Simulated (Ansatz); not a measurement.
Input file for Ansatz (a program for electronic structure): R-CCSD(T)/cc-pV(Q+d)Z on AlH3S (SMILES [AlH2][SH]), a point of a torsion scan. Files ending in .json are basis or fitting sets from the Basis Set Exchange.

Ansatz 0.2 input:
```yaml
crystal:
  periodic: [false, false, false]
  atoms:
    - {symbol: Al, position_ang: [-0.60879114, -0.03885568, 0.06174050]}
    - {symbol: S, position_ang: [1.47884710, -0.53685267, 0.45699292]}
    - {symbol: H, position_ang: [-1.59542135, -1.18455102, -0.22296043]}
    - {symbol: H, position_ang: [-1.16636528, 1.39289246, 0.05497114]}
    - {symbol: H, position_ang: [1.36594042, -1.61153150, -0.32518345]}
basis:
  gaussian:
    orbitals: cc-pV_Q+d_Z.json
magnetization: {spin_polarized: false}
correlation: {method: ccsd_t, electrons: outside_noble_gas}
scf: {lower_state_search: off}
```

### Question
What total energy does the run end on?

### Answer
-641.5917 hartree (reference determinant -641.2626, T1 diagnostic 0.011).

### Question
How many basis functions does it have, and what does it roughly cost on one machine?

### Answer
218 functions; around 6 core-minutes (rough).
